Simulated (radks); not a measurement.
Species: neutral krypton. Configuration: [Kr] (the NIST ground configuration).

All-electron calculation, Dirac Kohn-Sham, Slater X-alpha with alpha = 0.629, spin-unpolarised, spherical densities, point nucleus. Program: a radial shooting solver on a logarithmic mesh with Libxc functionals.

Energy parts (eV):
| part | energy |
|---|---|
| total | -75612.659 |
| kinetic | 77687.586 |
| electron-nucleus | -183064.081 |
| Hartree | 32064.864 |
| exchange | -2301.027 |

Orbitals (lengths in bohr, moments of r in powers of bohr):
| orbital | occ. | eigenvalue (eV) | <1/r> |
|---|---|---|---|
| 1s1/2 | 2 | -14110.93 | 36.71 |
| 2s1/2 | 2 | -1854.207 | 8.208 |
| 2p1/2 | 2 | -1676.048 | 8.184 |
| 2p3/2 | 4 | -1622.491 | 7.899 |
| 3s1/2 | 2 | -259.4898 | 2.705 |
| 3p1/2 | 2 | -196.7783 | 2.592 |
| 3p3/2 | 4 | -188.8961 | 2.523 |
| 3d3/2 | 4 | -79.3096 | 2.274 |
| 3d5/2 | 6 | -78.0182 | 2.256 |
| 4s1/2 | 2 | -21.3681 | 0.8514 |
| 4p1/2 | 2 | -8.1317 | 0.6895 |
| 4p3/2 | 4 | -7.4987 | 0.6695 |

The highest occupied level is 4p3/2 at -7.499 eV. Summed over all electrons, <r^2> = 40.55 bohr^2, which gives a Langevin (diamagnetic) susceptibility term of -32.1 x 10^-6 cm^3/mol. The density falls to 0.001 e/bohr^3 at r = 4.11 bohr. For comparison, the ionisation energy in NIST's Atomic Spectra Database is 14.000 eV (measured). In exact Kohn-Sham theory the highest level is minus the ionisation energy, but local and semilocal functionals leave it too shallow, through self-interaction and a potential that decays too fast; potentials with the right tail come closer.
